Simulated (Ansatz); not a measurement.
`O[CH]([SiH3])[SnH3]` and `OC(O)[SiH3]` differ in one atom or group.

Ansatz, PBE0-D4/def2-TZVP geometries, multiplicity 1. Each molecule was computed in one conformer, which needn't be the lowest.

Elements past krypton have def2 core potentials.

```csv
property,`O[CH]([SiH3])[SnH3]`
HOMO energy (PBE0/def2-TZVPP) / eV,-7.20
HOMO–LUMO gap (ωB97M-V/def2-TZVPP) / eV,10.65
LUMO energy (ωB97M-V/def2-TZVPP) / eV,1.27
size of the dipole moment (PBE/def2-TZVPP) / D,1.45
HOMO energy (ωB97M-V/def2-TZVPP) / eV,-9.38
size of the dipole moment (B3LYP/def2-TZVPP) / D,1.48
```

(1) What does the change do to each property? (Best estimate.)

## Answers

(1) Computed: 
| property | `OC(O)[SiH3]` | shift |
| --- | --- | --- |
| HOMO energy (PBE0/def2-TZVPP) / eV | -7.85 | -0.65 |
| HOMO–LUMO gap (ωB97M-V/def2-TZVPP) / eV | 12.22 | 1.57 |
| LUMO energy (ωB97M-V/def2-TZVPP) / eV | 2.04 | 0.77 |
| size of the dipole moment (PBE/def2-TZVPP) / D | 0.60 | -0.85 |
| HOMO energy (ωB97M-V/def2-TZVPP) / eV | -10.18 | -0.80 |
| size of the dipole moment (B3LYP/def2-TZVPP) / D | 0.48 | -1.00 |

With PBE0 the HOMO falls by 0.65 eV and the LUMO rises by 0.63 eV, so the gap widens by about 1.28 eV. PBE moves the HOMO by -0.43 eV and ωB97M-V by -0.80 eV. Dipoles are sizes alone; their direction can turn.

B3LYP here is the variant with VWN-RPA as its local correlation; programs differ in this.
